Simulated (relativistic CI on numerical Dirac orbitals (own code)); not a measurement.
Calculated at this level of theory: Dirac-Coulomb-Breit CI, KLI orbitals optimised for each configuration, QED by a radiative potential, unscaled Slater integrals (own radial code, finite nucleus).

The strongest absorption lines from the ground level of an ion, among the configurations computed and to levels below about 1040 eV (vacuum wavelength in nm, gf): 2.3988 (0.036), 2.4159 (0.046), 2.6593 (0.018), 2.7955 (1.6), 2.8722 (1.7), 2.8732 (0.019), 3.0144 (0.011), 3.1214 (0.47).

**Question.** Which ion is it?
A. Pt LV
B. W XLIX
C. Pb LIX
D. W LI

**Answer.** D. W LI has 24 electrons and the ground level 3s2 3p6 3d6 3F_4; the strongest line goes to 3s2 3p5 3d7 3F°_4. The pattern of lines fixes the number of electrons, and along that sequence the line energies rise steadily with the charge (about as its square where n changes within one kind of shell, about linearly where n is kept but much faster in heavy ions where fine structure, which grows about as Z⁴, sets the gap, and irregularly where shells cross), which fixes Z. Configurations outside the model, such as inner-shell arrays, can give stronger lines. At this charge energies of transitions that change n are usually good to better than 1 %, and those within a shell (Δn = 0) to a few per cent.

LS names give the leading component of a level, which can be under half, so a name can repeat, a term be missing and a line seem to break the LS rules.
